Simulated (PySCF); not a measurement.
Compound: C6H10Cl (doublet state).
Structure used (GFN2-xTB), in Å, numbered top down from 1:
```
atom  x, y, z in Å
Cl1   -0.1819    3.1503   -0.2723
C2    -0.0912    1.4487   -0.1039
C3    -1.3428    0.6591   -0.2142
C4    -1.0238   -0.7602   -0.6996
C5     0.0647   -1.3890    0.1640
C6     1.3393   -0.5540    0.1013
C7     1.0763    0.8699    0.6060
H8    -2.0434    1.1470   -0.8943
H9    -1.8375    0.5857    0.7675
H10   -0.6816   -0.7168   -1.7351
H11   -1.9291   -1.3688   -0.6680
H12    0.2714   -2.4035   -0.1832
H13   -0.2808   -1.4515    1.1986
H14    2.1233   -1.0161    0.7035
H15    1.6889   -0.5080   -0.9316
H16    0.8821    0.8237    1.6896
H17    1.9591    1.4955    0.4619
```

The hyperfine couplings belong to this conformer and change with its torsions.

As a line formula: `Cl[C]1CCCCC1` [radical].

Method: PySCF, UKS B3LYP, pcH-1 on C Cl H, non-relativistic, mean-field spin-orbit, GIAO. Geometry: GFN2-xTB, one conformer, isolated molecule. Couplings are sensitive to structure, and on GFN2-xTB geometries they can be far from those on DFT ones. Stability of the SCF solution: not tested.

Principal values of hyperfine tensors in MHz (contact, dipolar and spin–orbit terms together), for some of the nuclei:

```
atom  isotope      A1      A2      A3  alike by the symmetry of this geometry
  H9       1H  112.71  113.93  124.75                                     H16
  C3      13C  -22.75  -22.26  -18.30                                      C7
  C4      13C   17.85   18.39   24.07                                      C6
 H17       1H   12.88   13.68   26.85                                      H8
 Cl1     35Cl  -19.14  -10.26   53.08                                    none
 H12       1H    1.30    1.38    4.74                                    none
 H10       1H   -6.47   -4.65    4.17                                     H15
 H14       1H   -1.08   -0.69    4.61                                     H11
```

Q: Give the isotropic coupling of each nucleus in MHz and in mT (g = 2.0052), and the anisotropic part.

A: a_iso is a third of the trace, T = A − a_iso, and a(mT) = a(MHz)/(g × 13.996). The tensors hold a spin–orbit part: the run splits a_iso into a_FC + a_SO, and T includes its anisotropic share.

| atom | a_iso (MHz) | a_FC | a_SO | a_iso (mT) | T1 | T2 | T3 |
| --- | --- | --- | --- | --- | --- | --- | --- |
| H9 | 117.13 | 117.13 | 0.00 | 4.174 | -4.42 | -3.20 | 7.62 |
| C3 | -21.10 | -21.13 | 0.03 | -0.752 | -1.64 | -1.16 | 2.80 |
| C4 | 20.10 | 20.11 | -0.01 | 0.716 | -2.25 | -1.72 | 3.97 |
| H17 | 17.80 | 17.78 | 0.02 | 0.634 | -4.93 | -4.12 | 9.05 |
| Cl1 | 7.89 | 8.01 | -0.12 | 0.281 | -27.03 | -18.16 | 45.19 |
| H12 | 2.47 | 2.47 | 0.00 | 0.088 | -1.17 | -1.09 | 2.27 |
| H10 | -2.31 | -2.31 | 0.00 | -0.082 | -4.15 | -2.33 | 6.48 |
| H14 | 0.95 | 0.95 | 0.00 | 0.034 | -2.03 | -1.63 | 3.66 |

Q: What spin density at the nucleus of Cl1 lies behind its contact coupling (g_N = 0.54792)?

A: a_FC = (2μ0/3) gₑ μB g_N μN ρ(0)/(2S·h) = 800.24 MHz × g_N × ρ(0)/(2S), with ρ in bohr⁻³. With a_FC = 8.01 MHz and 2S = 1, ρ(0) = 0.01827 bohr⁻³.

Q: C2 (13C, g_N = 1.40482) isn't in the table. Its spin density at the nucleus is 0.1364 bohr⁻³. What is its contact coupling?

A: By the same relation, a_FC = 153.3 MHz. The spin–orbit term adds +0.48 MHz. Its full tensor has the principal values 74.10, 75.76, 311.55 MHz.

Q: Which nucleus of the table has the largest anisotropic coupling, and what is its form?

A: Cl1: -27.0, -18.2, 45.2 MHz (the dipolar term alone has -27.7, -17.6, 45.2), rhombic: the two smaller values differ by 20 % of the largest.

Q: What first-order splitting does C3 cause when the field lies along A1, A2 or A3 of its tensor (g taken as isotropic, no quadrupole term)?

A: 2 lines (I = 1/2), spaced by |A_i|/(g × 13.996): 0.81, 0.79, 0.65 mT along the axes of A1, A2 and A3.
